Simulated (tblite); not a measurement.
`F[Si](F)(F)[SiH](P)P`. The geometry is computed with GFN2-xTB (gas phase).

```
atom  x, y, z in Å
F1     2.8345   -1.1459   -0.6841
Si2    1.8541   -0.0692   -0.0558
F3     2.1669   -0.1744    1.5004
F4     2.5522    1.3053   -0.4457
Si5   -0.3666   -0.0981   -0.6267
P6    -1.5563    1.6527    0.1792
P7    -1.3124   -2.0863   -0.1296
H8    -0.4601    0.0196   -2.0947
H9    -1.1516    1.4807    1.4988
H10   -0.5651    2.5958   -0.0584
H11   -1.3930   -1.8520    1.2356
H12   -2.6014   -1.6288   -0.3451
```

(1) Which two atoms are farthest apart?

(2) Where is the centre of mass (commonest isotopes), and what is the radius of gyration?

(3) Give the dihedral angles Si2–Si5–P7–H12, Si2–Si5–P6–H10, H8–Si5–P6–H9, H8–Si5–P7–H12, P6–Si5–P7–H12, P7–Si5–P6–H9.

(4) How far are the heavy atoms from their best plane (unweighted least squares)?

(5) How far apart are these pairs, which share no bond: Si2···H8, Si2···H10, F4···P7, F4···H8, P6···H11, H8···H9, H10···H12?

(6) What are the angles F1–Si2–F4, Si2–Si5–P7, Si2–Si5–P6, H9–P6–H10, Si5–P7–H12?

(7) What is the repulsion energy of the bare nuclei, Σ ZA·ZB/RAB?

(8) Write the matrix of distances between heavy atoms (Å, lower triangle).

Answers

(1) F4···H12, 5.93 Å; the next longest distance is 5.47 Å.

(2) Mass 179.936 u; centre at (0.500, -0.099, -0.057) Å; Rg = √(Σ m r²/M) = 2.269 Å. As Ia + Ib + Ic = 2 Σ m r², the three principal moments sum to 1852.7 u·Å².

(3) Si2–Si5–P7–H12 169° (antiperiplanar); Si2–Si5–P6–H10 40° (synclinal); H8–Si5–P6–H9 -171° (antiperiplanar); H8–Si5–P7–H12 -75° (synclinal); P6–Si5–P7–H12 39° (synclinal); P7–Si5–P6–H9 76° (synclinal). Dihedral signs follow IUPAC: positive where, seen along the central bond, the front bond turns clockwise onto the rear one.

(4) 0.687 Å rms; F1 0.60, Si2 0.04, F3 1.51, F4 0.55, Si5 0.56, P6 0.13, P7 0.11 Å (magnitudes).

(5) Si2···H8 3.086 Å (2 bonds apart); Si2···H10 3.599 Å (3 bonds apart); F4···P7 5.152 Å (3 bonds apart); F4···H8 3.667 Å (3 bonds apart); P6···H11 3.664 Å (3 bonds apart); H8···H9 3.940 Å (3 bonds apart); H10···H12 4.699 Å (4 bonds apart).

(6) From the scalar product of the two bond vectors; for F1–Si2–F4 it is -0.5505 Å² over 1.5859 × 1.5902 Å², cos θ = -0.2183. F1–Si2–F4 102.6°; Si2–Si5–P7 111.2°; Si2–Si5–P6 114.2°; H9–P6–H10 92.2°; Si5–P7–H12 93.7°.

(7) 646.10 Eh over 66 pairs, with full nuclear charges and distances in bohr; the largest single term is 49.23 Eh (Si5 with P7).

(8) 
```
F1    0.000
Si2   1.586  0.000
F3    2.482  1.591  0.000
F4    2.479  1.590  2.475  0.000
Si5   3.369  2.293  3.309  3.244  0.000
P6    5.278  3.828  4.353  4.170  2.265  0.000
P7    4.288  3.755  4.292  5.152  2.257  3.760  0.000
```

Its lowest GFN2-xTB frequency is 10 cm⁻¹, too small to tell a flat minimum from a shallow saddle. One conformer, not necessarily the lowest.
